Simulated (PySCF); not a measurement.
# Radial density of Te (tellurium, neutral)

UHF, [Kr] 4d10 5s2 5p4, high-spin 3P determinant. All numbers are calculated (PySCF 2.14, scalar relativity through the core potential, in aug-cc-pVDZ-PP with ECP28MDF). This is the valence pseudo-density: the core potential removes the inner electrons and smooths the orbitals near the nucleus.

| r (bohr) | 4πr²ρ (e/bohr) | 4πr²(ρα − ρβ) |
| --- | --- | --- |
| 0.00207 | 1.877e-05 | 0.0000 |
| 0.00348 | 5.238e-05 | 0.0000 |
| 0.00586 | 0.0001426 | 0.0000 |
| 0.00986 | 0.0003637 | 0.0000 |
| 0.0166 | 0.0007922 | 0.0000 |
| 0.0279 | 0.001321 | 0.0000 |
| 0.0469 | 0.001847 | 0.0000 |
| 0.0789 | 0.003026 | 0.0000 |
| 0.133 | 0.01993 | 0.0001 |
| 0.223 | 0.2504 | 0.0012 |
| 0.375 | 3.977 | 0.0314 |
| 0.632 | 23.56 | 0.1612 |
| 1.06 | 15.38 | -0.0057 |
| 1.79 | 4.156 | 0.8366 |
| 3.01 | 1.679 | 0.6337 |
| 5.06 | 0.1728 | 0.0660 |
| 8.50 | 0.0009686 | -0.0002 |

Energies and moments cover only the electrons outside the core potential.

Where is the radial spin density 4πr²(ρα − ρβ) most negative, and why is it negative at all?

Around r = 1.06 bohr, down to -0.0057 e/bohr: exchange with the open shell polarises the paired shells in an unrestricted calculation.
